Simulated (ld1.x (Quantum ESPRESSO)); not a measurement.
Ca (Z = 20), ultrasoft: configuration errors across variants

Ca (Z = 20), ultrasoft, made with ld1.x (Quantum ESPRESSO) 7.5 (PBEsol, scalar-relativistic). Core [Ne], reference 3s2 3p6 3d0 4s2 4p0. Waves: 3s (bound): rcut 1.55, rcutus 1.65 bohr; 4s (bound): rcut 1.55, rcutus 1.65 bohr; 3p (bound): rcut 1.95, rcutus 2.20 bohr; 4p (bound, empty): rcut 1.95, rcutus 2.20 bohr; 3d (bound, empty): rcut 2.65, rcutus 3.30 bohr; 3d channel at 0.2 Ry: rcut 2.65, rcutus 3.30 bohr. Local part: all-electron potential smoothed inside 3.25 bohr (lloc = -1). Core correction: none. Augmentation charge: built from norm-conserving waves at rcut, not smoothed further.

All-electron excitation energies from the reference (eV): (1) 3s2 3p6 3d0 4s1 4p0 6.305; (2) 3s2 3p6 3d0 4s1.5 4p0 2.503; (3) 3s2 3p6 3d0.5 4s1.5 4p0 1.049; (4) 3s2 3p6 3d1 4s1 4p0 2.277.

Tests that are not counted but printed errors over 1 eV. “base”: 3s2 3p6 3d0 4s0 4p2 (pseudo-atom not self-consistent, printed error -8.3 eV); 3s2 3p6 3d0 4s0 4p0 (pseudo-atom not self-consistent, printed error +2.0 eV); 1 more. “core correction a·sin(br)/r model core inside 1.10 bohr”: 3s2 3p6 3d0 4s1 4p1 (solver errors, printed error -1.4 eV); 3s2 3p6 3d0 4s0 4p2 (pseudo-atom not self-consistent, printed error -3.6 eV). “waves 3s (bound): rcut 1.26, rcutus 1.34 bohr; 4s (bound): rcut 1.26, rcutus 1.34 bohr”: 3s2 3p6 3d0 4s1 4p1 (an occupied level unbound or not found, printed error -1.9 eV); 3s2 3p6 3d0 4s0 4p2 (pseudo-atom not self-consistent, printed error -30.0 eV). “local potential all-electron potential smoothed inside 3.28 bohr (lloc = -1)”: 3s2 3p6 3d0 4s0 4p2 (pseudo-atom not self-consistent, printed error -8.3 eV); 3s2 3p6 3d0 4s0 4p0 (pseudo-atom not self-consistent, printed error +2.0 eV); 1 more.

2 further variants failed, have other tests or another functional or relativity, and are left out.

The file “base” misses its own reference levels by 1.8 eV. The file “core correction a·sin(br)/r model core inside 1.10 bohr” misses its own reference levels by 1.8 eV. The file “local potential all-electron potential smoothed inside 3.28 bohr (lloc = -1)” misses its own reference levels by 1.8 eV. The file “type TM; waves now 3s (bound): rc 1.65 bohr; 3p (bound): rc 2.20 bohr; 3d (bound): rc 3.30 bohr; local potential the d channel” misses its own reference levels by 0.7 eV.

Errors AE − PS in meV (a dash: test not solved or not reliable):

| change | (1) | (2) | (3) | (4) | bound ghosts |
| --- | --- | --- | --- | --- | --- |
| base | +574 | +217 | +653 | +1110 | not determined |
| core correction a·sin(br)/r model core inside 1.10 bohr | +573 | +217 | +651 | +1107 | not determined |
| waves 3s (bound): rcut 1.26, rcutus 1.34 bohr; 4s (bound): rcut 1.26, rcutus 1.34 bohr | +2.9 | +1.8 | -8.3 | -40 | not determined |
| local potential all-electron potential smoothed inside 3.28 bohr (lloc = -1) | +574 | +217 | +653 | +1110 | not determined |
| type TM; waves now 3s (bound): rc 1.65 bohr; 3p (bound): rc 2.20 bohr; 3d (bound): rc 3.30 bohr; local potential the d channel | -1143 | -449 | -266 | -437 | none |

(1) Give the same row for: waves 3d (bound): rcut 2.65, rcutus 4.68 bohr; 3d channel at 0.2 Ry: rcut 2.65, rcutus 4.68 bohr.

Results:

(1) +574, +217, +652, +1103; bound ghosts: not determined. Not counted: 3s2 3p6 3d0 4s0 4p2 (pseudo-atom not self-consistent, printed error -8.3 eV); 3s2 3p6 3d0 4s0 4p0 (pseudo-atom not self-consistent, printed error +2.0 eV); 1 more.
